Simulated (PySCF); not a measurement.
**CH3ClF2Si**

The system: CH3ClF2Si, a small molecule; neutral, singlet. The structure, one conformer, was relaxed in the gas phase by PBE0-D3(BJ)/def2-SVP. No frequency run checks that it is a minimum.

SMILES: C[Si](F)(F)Cl

Coordinates in Å:
```
Si1     0.647    0.062    0.620
C2     -0.603   -0.078   -0.717
F3      1.938    0.884    0.125
F4      0.061    0.868    1.884
Cl5     1.285   -1.759    1.284
H6     -1.490   -0.620   -0.358
H7     -0.185   -0.626   -1.574
H8     -0.915    0.921   -1.058
```

Shieldings: GIAO PBE0/pcSseg-2. Shifts are against computed references at the same level: C TMS (σ 184.1 ppm), H TMS (σ 31.24 ppm), Si TMS (σ 341.3 ppm). Core levels by delta-SCF with SCAN, pcX-2 on the ionised atom and pcseg-1 elsewhere, spin-free X2C (2p3/2 is the spin-free 2p value less a third of a first-order spin-orbit splitting); from the vacuum level, for chosen atoms.

(1) Give the NMR and core-level values of the distinct atoms.

(2) By CAM-B3LYP/def2-SVPD (TDDFT singlets, Tamm-Dancoff triplets, ionisation by delta-SCF), where does absorption start, and what does vertical ionisation take?

## Answers

(1) 
```
   atoms         bonded to  σ (ppm)  δ (ppm)  core level (eV)
     Si1  1 C + 1 Cl + 2 F    357.2    -15.9     2p3/2 109.78
      C2        1 Si + 3 H    186.2     -2.0        1s 291.43
   F3 F4              1 Si    296.9        -        1s 693.13
     Cl5              1 Si    871.4        -     2p3/2 206.71
H6 H7 H8               1 C    30.66     0.58                -
```

Values are those of this one static structure, with the three H of a rotating XH3 group averaged; atoms that internal rotation interchanges would show their mean in an NMR spectrum.

(2) The lowest singlet lies at 8.75 eV (f 0.117), the lowest triplet at 8.28 eV; vertical ionisation takes 12.32 eV.

The 3 runs behind this took 3 min in all, one thread each of Arm Neoverse N1 on a shared host, launched as `OMP_NUM_THREADS=1 python cluster_run.py task.json out`.
